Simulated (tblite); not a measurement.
Compound: C₄H₁₅NOSi₃.
Numbering: `[CH3:1][NH:2][SiH2:3][C:4](=[O:5])[SiH2:6][C@H:7]([CH3:8])[SiH3:9]` (hydrogens: H10, H11, H12 on C1; H13 on N2; H14, H15 on Si3; H16, H17 on Si6; H18 on C7; H19, H20, H21 on C8; H22, H23, H24 on Si9)

Computed geometry: GFN2-xTB, gas phase.

What internal coordinates does the optimisation give?

```json
{"bond": "C1–N2", "length (Å)": "1.447", "order": "single"}
{"bond": "N2–Si3", "length (Å)": "1.719", "order": "single"}
{"bond": "Si3–C4", "length (Å)": "1.931", "order": "single"}
{"bond": "C4=O5", "length (Å)": "1.219", "order": "double"}
{"bond": "C4–Si6", "length (Å)": "1.930", "order": "single"}
{"bond": "Si6–C7", "length (Å)": "1.906", "order": "single"}
{"bond": "C7–C8", "length (Å)": "1.531", "order": "single"}
{"bond": "C7–Si9", "length (Å)": "1.904", "order": "single"}
{"bond": "C1–H10, C1–H11, C1–H12", "length (Å)": "1.092", "order": "single"}
{"bond": "N2–H13", "length (Å)": "1.009", "order": "single"}
{"bond": "Si3–H14", "length (Å)": "1.468", "order": "single"}
{"bond": "Si3–H15", "length (Å)": "1.463", "order": "single"}
{"bond": "Si6–H16", "length (Å)": "1.464", "order": "single"}
{"bond": "Si6–H17", "length (Å)": "1.465", "order": "single"}
{"bond": "C7–H18", "length (Å)": "1.095", "order": "single"}
{"bond": "C8–H19, C8–H20, C8–H21", "length (Å)": "1.090", "order": "single"}
{"bond": "Si9–H22, Si9–H23, Si9–H24", "length (Å)": "1.465", "order": "single"}
```

Bonds in one row agree within 0.01 Å and their mean is given. Orders are formal, as drawn. A selection of angles:
```json
{"angle": "C1–N2–Si3", "degrees": "123.3"}
{"angle": "N2–Si3–C4", "degrees": "102.7"}
{"angle": "Si3–C4–O5", "degrees": "119.4"}
{"angle": "Si3–C4–Si6", "degrees": "121.4"}
{"angle": "O5–C4–Si6", "degrees": "119.2"}
{"angle": "C4–Si6–C7", "degrees": "105.5"}
{"angle": "Si6–C7–C8", "degrees": "110.9"}
{"angle": "Si6–C7–Si9", "degrees": "113.1"}
{"angle": "C8–C7–Si9", "degrees": "110.9"}
{"angle": "H13–N2–C1", "degrees": "111.3"}
{"angle": "H13–N2–Si3", "degrees": "118.1"}
```

Dihedral angles: C1–N2–Si3–C4 -48° (synclinal); N2–Si3–C4–O5 120° (anticlinal); Si3–C4–Si6–C7 -68° (synclinal); C4–Si6–C7–C8 -52° (synclinal).

Si3 (SiH2 silicon) is distorted tetrahedral (angles from 102.7° to 117.9°). Of the pairs four or more bonds apart, C4···H12 is among the closest relative to their van der Waals radii: 2.65 Å, 91 % of the sum of Bondi's values. Si9 (SiH3 silicon) is tetrahedral (angles from 108.9° to 110.1°). Si6 (SiH2 silicon) is distorted tetrahedral (angles from 105.5° to 112.0°). N2 (silicon-bound nitrogen) has angles 123.3°, 118.1° and 111.3°, sum 352.6°, 0.21 Å off the plane of its three neighbours. The 4 C–Si bonds span 1.904 Å (C7–Si9, drawn single) to 1.931 Å (Si3–C4, drawn single), a spread of 0.027 Å.

Point group: C1 (no symmetry element, even within 0.4 Å). Its lowest GFN2-xTB frequency is 13 cm⁻¹, too small to tell a flat minimum from a shallow saddle. One conformer, not necessarily the lowest. 3 starts were optimised and ended at 0.00, 0.38 and 1.23 kcal/mol (GFN2-xTB); the lowest of these is shown.

Hardware: AMD EPYC, one thread, shared host with 64 logical CPUs at a one-minute load of 60. Cost: 17 s wall, 13 s CPU. These figures are those of the optimisation.
